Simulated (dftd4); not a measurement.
allene (C₃H₄), singlet, geometry from GFN2-xTB; D4 for pbe0 run with dftd4 4.2.0.

The dftd4 input:
```
$ dftd4 mol.xyz --func pbe0 --charge 0 --json dftd4.json --noedisp --grad

# file mol.xyz
7

C     -0.00000000    -0.00000000     0.00000000
C     -0.02428489    -0.00797595     1.29323327
C      0.02428489     0.00797595    -1.29323327
H     -0.02279966     0.90521058     1.86629685
H     -0.04707169    -0.92815861     1.85453385
H      0.95147753    -0.00077006    -1.84327965
H     -0.88160618     0.02371808    -1.87755105
```

What the program printed (banner, timings and long lists left out):

```
                    ____  _____ _____     ____  _  _
      -------------|  _ \|  ___|_   _|---|  _ \| || |------------
     |             | | | | |_    | | ___ | | | | || |_           |
     |             | |_| |  _|   | ||___|| |_| |__   _|          |
     |             |____/|_|     |_|     |____/   |_|            |
     |             ===================================           |
     |            E. Caldeweyher, S. Ehlert & S. Grimme          |
     |          Mulliken Center for Theoretical Chemistry        |
     |                    University of Bonn                     |
      -----------------------------------------------------------

Rational (Becke-Johnson) damping: pbe0-D4-ATM
---------------------
  s6         1.0000
  s8         1.2007
  s9         1.0000
  a1         0.4009
  a2         5.0293
 alp        16.0000
--------------------

Dispersion energy:      -2.5470930935729E-03 Eh

Gradient norm:           1.7998402091805E-04 Eh/a0
--------------------------------------------------
     #    Z           dE/dx      dE/dy      dE/dz
--------------------------------------------------
     1    6 C    -2.369E-15  7.986E-15 -1.784E-15
     2    6 C    -2.251E-06 -7.394E-07  1.199E-04
     3    6 C     2.251E-06  7.394E-07 -1.199E-04
     4    1 H    -4.942E-07  4.688E-06  2.978E-05
     5    1 H    -6.232E-07 -5.055E-06  2.972E-05
     6    1 H     5.430E-06  1.184E-07 -2.966E-05
     7    1 H    -4.312E-06  2.486E-07 -2.984E-05
--------------------------------------------------

Virial:
--------------------------------------------------
      component           x          y          z
--------------------------------------------------
          x       1.723E-05  1.144E-07 -1.854E-05
          y       1.144E-07  1.692E-05 -6.090E-06
          z      -1.854E-05 -6.090E-06  1.004E-03
--------------------------------------------------

[Info] Dispersion results written to 'dftd4.txt'
[Info] JSON dump of results written to 'dftd4.json'
```
